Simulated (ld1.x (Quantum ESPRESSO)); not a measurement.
**Building the ultrasoft potential for V (PBE, scalar-relativistic).**

ld1.x (Quantum ESPRESSO) 7.5 input, shortened:

```
&input
   title='V', zed=23., rel=1, dft='PBE', iswitch=3,
   config='[Ar] 3d3 4s2 4p0'
 /
 &inputp
   pseudotype=3, tm=.true., lloc=-2, rcloc=1.80,
   nlcc=.true., rcore=1.55,
   which_augfun='PSQ', rmatch_augfun_nc=.true.
 /
6
4S  1  0   2.00   0.00  2.30  2.60  0.0
4S  1  0   0.00   1.40  2.30  2.60  0.0
4P  2  1   0.00   0.00  2.25  3.05  0.0
4P  2  1   0.00   2.00  2.25  3.05  0.0
3D  3  2   3.00   0.00  1.75  2.10  0.0
3D  3  2   0.00   1.10  1.75  2.10  0.0
 &test
   configts(1)='3d3 4s2 4p0'
 /
```

All-electron outer shells of the reference configuration (PBE, scalar-relativistic, ld1.x):

```csv
shell,level (eV),outermost node (bohr),outermost maximum (bohr)
3s,-70.24,0.38,0.82
3p,-44.04,0.35,0.84
3d,-5.16,–,0.90
4s,-4.70,1.17,2.76
4p,-1.44,1.30,3.63
```

Problem. Estimate the cutoffs (Ry, on a coarse ladder) from which the occupation-weighted sum of valence levels, in a spherical-Bessel basis at the reference potential, stays within 10 and 1 mRy of its value at 400 Ry.

Solution. 21 Ry and 30 Ry.

Problem. Does the potential have ghost states?

Solution. No extra level below or beside the all-electron valence levels (s, p, d, f tested).

Problem. Is the overlap operator S = 1 + Σ q|β⟩⟨β| positive definite (Bessel basis up to 400 Ry)?

Solution. Yes: its lowest eigenvalue is 0.19 (d channel).

Problem. Which valence shell sets the plane-wave cutoff?

Solution. 3d: its level needs 25 Ry to come within 1 mRy, against 6 Ry for 4s.

Problem. Tests: 3d3 4s1 4p0; 3d3 4s0 4p0; 3d2 4s0 4p0; 3d3 4s0 4p1; 3d3.5 4s1.5 4p0; 3d3 4s0 4p2; 3d2 4s2 4p0. Which has the largest error in its energy relative to the reference configuration, and how large is it?

Solution. 3d2 4s0 4p0, with -348 meV (all-electron minus pseudo) on +50.93 eV.
